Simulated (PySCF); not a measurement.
# One molecule, a ladder of functionals, a line

Molecule: `ClC([SiH2]F)Cl`, CH3Cl2FSi.

Bonds (- single, = double, # triple, : aromatic): F1-Si2 1.623 Å, Si2-C3 1.894 Å, C3-Cl4 1.775 Å, C3-Cl5 1.790 Å. Si2 carries H6, H7; C3 carries H8.

GIAO shieldings (ppm, equivalent atoms averaged) in PySCF 2.14.0 with density-fitted response routines on the PBE0-D3(BJ)/def2-SVP geometry, basis pcSseg-2, gas phase, non-relativistic:

| functional | exact exchange (%) | σ(F1) | σ(Si2) | σ(C3) | σ(Cl4/Cl5) |
| --- | --- | --- | --- | --- | --- |
| BLYP | 0 | 353.6 | 336.1 | 97.6 | 702.7 |
| BP86 | 0 | 354.8 | 342.7 | 103.6 | 719.4 |
| PBE | 0 | 354.6 | 342.7 | 104.2 | 722.0 |
| B3LYP | 20 | 364.6 | 348.5 | 106.7 | 732.4 |
| mPW1PW91 | 25 | 368.4 | 358.5 | 113.8 | 755.6 |
| BHandHLYP | 50 | 377.2 | 368.4 | 118.3 | 770.2 |
| HF | 100 | 393.2 | 407.3 | 135.5 | 827.9 |

Question: Fit each shielding as a line in the percentage of exact exchange.

Answer: σ(F1) = 355.6 + 0.39 x (rms 1.8 ppm); σ(Si2) = 339.4 + 0.66 x (rms 3.3 ppm); σ(C3) = 102.0 + 0.34 x (rms 2.5 ppm); σ(Cl4/Cl5) = 715.7 + 1.13 x (rms 7.5 ppm). The functionals also differ in their semilocal parts, which the line can't hold; Hartree–Fock has no correlation at all.

Question: What does the line predict for PBE0 (25 %), and what does the run give?

Answer: σ(F1): 365.4 predicted, 368.2 computed; σ(Si2): 355.9 predicted, 358.7 computed; σ(C3): 110.5 predicted, 114.8 computed; σ(Cl4/Cl5): 744.0 predicted, 757.4 computed ppm.
